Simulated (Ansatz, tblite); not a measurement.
Isomers of Ta2O4⁺ (doublet), found by a short tight-binding search and relaxed with r2SCAN-D4/def2-SVP in Ansatz.

In the def2 sets Ta takes a core potential; there is no spin–orbit coupling. The xTB rows come from tblite. HSE06 is defined as in plane-wave codes, on full-range PBE exchange.

Run but left out: HF/def2-SVP, MP2/def2-SVP (A: ⟨S²⟩ 1.32, where a pure state has 0.75); CCSD/def2-SVP, CCSD(T)/def2-SVP (B: ⟨S²⟩ 1.44, where a pure state has 0.75).

A: It holds 1 O–O bond. B: It holds 1 O–O bond.

Other spin states were run for one of them alone.

A:

```tsv
atom	x (Å)	y (Å)	z (Å)
Ta1	0.2455	-0.7149	-0.8995
Ta2	-1.4038	0.7724	0.7834
O3	1.1450	-1.8749	0.3235
O4	-1.4860	0.3503	-0.9986
O5	-0.4214	2.1618	0.7749
O6	1.9208	-0.6947	0.0162
```

B:

Cartesian coordinates in Å:
```
Ta 0.274 -0.013 -0.507
Ta -0.218 -0.895 1.846
O -0.829 1.477 -0.759
O 1.346 -0.125 1.184
O -0.554 -1.698 0.197
O -0.020 1.254 -1.961
```

C:

```csv
atom,x (Å),y (Å),z (Å)
Ta1,1.0335,0.5732,0.8072
Ta2,-0.2716,-0.8599,-1.1118
O3,0.6408,-1.3089,0.5412
O4,-1.9036,-0.4894,-0.7686
O5,-0.2677,1.3066,1.6365
O6,0.7686,0.7786,-1.1045
```

Problem. Estimate their order by electronic energy at PBE0-D4/def2-TZVP, counted from the lowest.

Solution. C (0.00) < B (4.48) < A (5.37), in eV.

Problem. Do the other levels pick the same lowest one?

Solution. Not GFN2-xTB. Energies above each level's lowest (eV):

```csv
level,A,B,C
GFN1-xTB,2.24,2.24,0.00
GFN2-xTB,0.00,0.58,0.41
PBE-D4/def2-TZVP,5.22,4.46,0.00
revPBE-D4/def2-TZVP,5.23,4.54,0.00
r2SCAN-D4/def2-TZVP,5.49,4.57,0.00
PBE0-D4/def2-TZVP,5.37,4.48,0.00
HSE06-D4/def2-TZVP,5.36,4.47,0.00
```
Point groups (tolerance 0.1 Å): A not assigned, B Cs, C C2v. Lower isomers may exist.
